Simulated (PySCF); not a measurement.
Relaxation of doublet Ag3

Computed with PySCF, UPBE0, basis Ag def2-TZVP with ECP28 (scalar-relativistic core potentials, no spin–orbit coupling, density fitting). A (50,194) grid was used.

A start at or just off a symmetric point, pushed along the force that breaks its symmetry, of C2v symmetry, free to break it:

```xyz
3
charge 0 multiplicity 2, angstrom
Ag    0.7486   -1.3593    0.0000
Ag   -1.5515   -0.0316    0.0000
Ag    0.8029    1.3909    0.0000
```

(1) What does it relax to?

(2) How much energy is released, and in how many steps?

## Answers

(1) It ends at C2v with Ag–Ag 2.648 Å (×2), Ag–Ag 3.035 Å; Ag–Ag–Ag 55.0° (×2), Ag–Ag–Ag 69.9°. No frequency check is given, so it may be a saddle point. Other isomers or separated fragments may lie lower.

(2) 4.8 kJ/mol in 18 steps.

Open d and f shells are described by one determinant, and the ground state may have another occupation or spin.
